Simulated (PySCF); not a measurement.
SbF2, SMILES [F][Sb][F], multiplicity 2. Geometry: B3LYP-D3(BJ)/def2-TZVP. The spin state was assumed, not searched. The isomer is the one that the SMILES or the coordinates give; other isomers of the formula were not compared. The def2 effective core potentials stand for the cores of Sb; spin–orbit coupling is left out.

Give the equilibrium geometry at B3LYP-D3(BJ)/def2-TZVP (PySCF confirms it by a frequency run) as Cartesian coordinates in Å, and its point group. (The exact figures need the calculation; the answer reports its results.)

point group C2v.
```xyz
3

Sb     0.0000     0.0000     0.3375
F      0.0000    -1.4197    -0.9562
F      0.0000     1.4197    -0.9562
```
Charge 0, spin multiplicity 2.
